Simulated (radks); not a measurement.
Valence configurations of Zr I (all share [Kr]). All-electron calculation, Dirac Kohn-Sham, LDA (Slater exchange, Perdew-Wang correlation), spin-unpolarised, spherical densities, finite nucleus; open shells fill j = l - 1/2 first; Fermi nuclear charge, rms radius 4.2694 fm. Program: a radial shooting solver on a logarithmic mesh with Libxc functionals. Energies are relative to 4d2 5s2; eigenvalues in eV.

[
 {"valence": "4d2 5s2", "E (eV)": "0.000", "e(4d3/2)": "-3.777", "e(5p1/2)": "-", "e(5s1/2)": "-4.575"},
 {"valence": "4d3 5s1", "E (eV)": "1.175", "e(4d3/2)": "-2.501", "e(5p1/2)": "-", "e(5s1/2)": "-4.006"},
 {"valence": "4d4", "E (eV)": "2.922", "e(4d3/2)": "-1.695", "e(5p1/2)": "-", "e(5s1/2)": "-"},
 {"valence": "5s2 5p2", "E (eV)": "8.036", "e(4d3/2)": "-", "e(5p1/2)": "-3.367", "e(5s1/2)": "-7.281"},
 {"valence": "4d1 5s2 5p1", "E (eV)": "3.033", "e(4d3/2)": "-6.501", "e(5p1/2)": "-2.530", "e(5s1/2)": "-5.961"},
 {"valence": "4d3 5p1", "E (eV)": "3.921", "e(4d3/2)": "-3.456", "e(5p1/2)": "-1.895", "e(5s1/2)": "-"},
 {"valence": "4d2 5s1 5p1", "E (eV)": "3.029", "e(4d3/2)": "-4.790", "e(5p1/2)": "-2.177", "e(5s1/2)": "-5.278"},
 {"valence": "4d2.5 5s1.5", "E (eV)": "0.499", "e(4d3/2)": "-3.081", "e(5p1/2)": "-", "e(5s1/2)": "-4.269"},
 {"valence": "4d1.5 5s2 5p0.5", "E (eV)": "1.290", "e(4d3/2)": "-5.104", "e(5p1/2)": "-2.087", "e(5s1/2)": "-5.276"},
 {"valence": "4d2 5p2", "E (eV)": "6.202", "e(4d3/2)": "-5.705", "e(5p1/2)": "-2.637", "e(5s1/2)": "-"}
]

NIST lists [Kr] 4d2 5s2 as the ground configuration; this level of theory agrees among the configurations tried. The energies are those of spherical spin-averaged densities, not of single terms.
